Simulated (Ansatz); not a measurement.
`C[O][Mo](=[O])([F])([F])[F]`, relaxed with RKS PBE-D4/def2-SVP in the Gaussian-basis code of Ansatz from a rough embedded geometry. The force threshold is 0.03 eV/Å; the program also tests the step.

The species carries charge 0 and has multiplicity 1. Mo: def2 effective core potential.

Start:

```xyz
10

C    -1.362   -0.774   -0.817
O    -0.912   -0.393    0.503
Mo    0.931    0.395    0.779
O    -0.123    1.673    0.415
F     2.493    1.566    0.377
F     1.798    1.111    2.387
F     1.497   -1.071   -0.374
H    -0.470   -0.732   -1.536
H    -2.125   -0.021   -1.022
H    -1.727   -1.753   -0.714
```

```tsv
step	energy (eV)	largest force (eV/Å)	largest move (Å)
1	-15166.5223	3.664	0.000
2	-15168.5033	1.691	0.195
3	-15169.2446	0.870	0.195
4	-15169.5099	0.606	0.197
5	-15169.7330	0.486	0.199
6	-15169.8909	0.342	0.195
7	-15169.9951	0.470	0.194
8	-15170.0662	0.284	0.200
9	-15170.0968	0.272	0.193
10	-15170.1091	0.307	0.116
11	-15170.1202	0.073	0.084
12	-15170.1338	0.308	0.161
13	-15170.1415	0.432	0.195
14	-15170.1535	0.220	0.032
15	-15170.1606	0.224	0.067
16	-15170.1664	0.372	0.166
17	-15170.1728	0.272	0.062
18	-15170.1796	0.098	0.050
19	-15170.1811	0.046	0.043
20	-15170.1819	0.054	0.061
21	-15170.1822	0.021	0.010
```

End:

```xyz
10

C    -1.324   -0.943   -0.577
O    -0.755    0.186    0.037
Mo    0.930    0.831    0.485
O     0.740    2.488    0.356
F     2.744    0.620    0.861
F     0.649    0.382    2.274
F     1.434    0.161   -1.199
H    -0.684   -1.250   -1.436
H    -2.339   -0.686   -0.943
H    -1.396   -1.788    0.143
```

Hardware: 4 threads of an Intel Xeon 6975P-C on a shared host. Wall time 23 s, peak host memory 0.19 GiB.
